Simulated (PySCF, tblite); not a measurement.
Isomers of C5H5O2P. Level: GFN2-xTB in tblite, geometry and Hessian alike; calculated harmonic values, unscaled, isolated species. Errors from tens to a few hundred cm⁻¹ against measured bands are possible. One conformer each.

Electronic energies: PBE0/pcSseg-1 single points on the GFN2-xTB geometries (PySCF, gas phase).

```
             SMILES  electronic energy, lowest = 0 (kJ/mol)
C#CC[P@@](=O)(O)C#C                                   212.9
      Cc1coc(C=O)p1                                    17.8
      CC(=O)c1cocp1                                     4.0
        Cc1ocpc1C=O                                     5.5
C#C[P@@]1(=O)C=C1OC                                   342.4
      Cc1cpc(C=O)o1                                     2.8
      CC(=O)c1cpco1                                     0.0
```

How do GFN2-xTB zero-point energies change the relative energies?

```
             SMILES  ZPE (kJ/mol)  of it from modes above 1550 cm⁻¹  electronic (kJ/mol)  with ZPE, lowest = 0 (kJ/mol)  lowest mode (cm⁻¹)  rings
      CC(=O)c1cpco1         233.6                             102.4                  0.0                            0.0                  63      1
      Cc1cpc(C=O)o1         232.5                             100.1                  2.8                            1.7                  44      1
      CC(=O)c1cocp1         233.9                             102.2                  4.0                            4.3                  46      1
        Cc1ocpc1C=O         232.6                              99.9                  5.5                            4.5                  47      1
      Cc1coc(C=O)p1         232.9                              99.7                 17.8                           17.1                  51      1
C#CC[P@@](=O)(O)C#C         217.1                             124.0                212.9                          196.4                  46      0
C#C[P@@]1(=O)C=C1OC         221.5                             115.7                342.4                          330.2                  42      1
```

The zero-point energies span 16.8 kJ/mol, from `C#CC[P@@](=O)(O)C#C` to `CC(=O)c1cocp1`. The order is unchanged.

And how do the electronic energies of GFN2-xTB itself compare?

`CC(=O)c1cpco1` 4.6; `Cc1cpc(C=O)o1` 3.5; `CC(=O)c1cocp1` 0.0; `Cc1ocpc1C=O` 8.4; `Cc1coc(C=O)p1` 13.8; `C#CC[P@@](=O)(O)C#C` 101.0; `C#C[P@@]1(=O)C=C1OC` 286.8 kJ/mol, lowest = 0. Against the energies above, taken from the same isomer `CC(=O)c1cpco1`, the largest difference is 116.5 kJ/mol.

What do entropy and thermal enthalpy add at 298.15 K and 1 bar (rigid rotor, harmonic oscillator, one conformer each)?

```tsv
SMILES	point group	symmetry number	S (J/(mol K))	H − H(0) (kJ/mol)	ZPE + H − H(0) − TS (kJ/mol)
CC(=O)c1cpco1	Cs	1	368.1	22.79	146.7
Cc1cpc(C=O)o1	Cs	1	375.9	23.61	144.0
CC(=O)c1cocp1	Cs	1	370.0	22.88	146.4
Cc1ocpc1C=O	Cs	1	373.2	23.43	144.7
Cc1coc(C=O)p1	Cs	1	375.0	23.62	144.7
C#CC[P@@](=O)(O)C#C	C1	1	405.6	28.46	124.7
C#C[P@@]1(=O)C=C1OC	C1	1	409.5	27.91	127.3
```
